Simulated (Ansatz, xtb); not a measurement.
# Relaxing a trial structure of AlClFH2Si

The starting geometry of this gas-phase doublet was built from a drawn formula by distance geometry and a force field; its bonds are those of `[F][Al][SiH2]Cl`.

```xyz
6

Al    0.3127    1.8240   -0.3689
Cl    1.1970   -1.5327    0.5603
F    -1.1445    1.0813   -1.1956
Si    1.8249    0.4355    0.6951
H     1.8777    0.8029    2.1619
H     3.1558    0.5723    0.1044
```

Q: Predict what it relaxes into with r2SCAN-D4/def2-SVP.

A: It keeps its bonds, and is `[F][Al][SiH2]Cl`.

The energy falls by 0.47 eV over 7 steps:

| step | E − E(last) (eV) |
| --- | --- |
| 1 | 0.466 |
| 2 | 0.103 |
| 3 | 0.023 |
| 4 | 0.006 |
| 5 | 0.001 |
| 6 | 0.000 |
| 7 | 0.000 |

Final geometry (Å):

```xyz
6

Al    0.1836    1.8906   -0.4648
Cl    1.3135   -1.6445    0.6371
F    -1.1491    1.2040   -1.2071
Si    1.8064    0.3827    0.7166
H     1.9009    0.7896    2.1540
H     3.1683    0.5611    0.1215
```

From the same start GFN2-xTB ends elsewhere, at `[F][Al]([SiH2])[Cl]`.

The end wasn't checked by frequencies. Open shells are spin-unrestricted. Run with Ansatz 0.2.0, 45 s on 1 thread of Intel(R) Xeon(R) 6975P-C (Granite Rapids) (shared host).
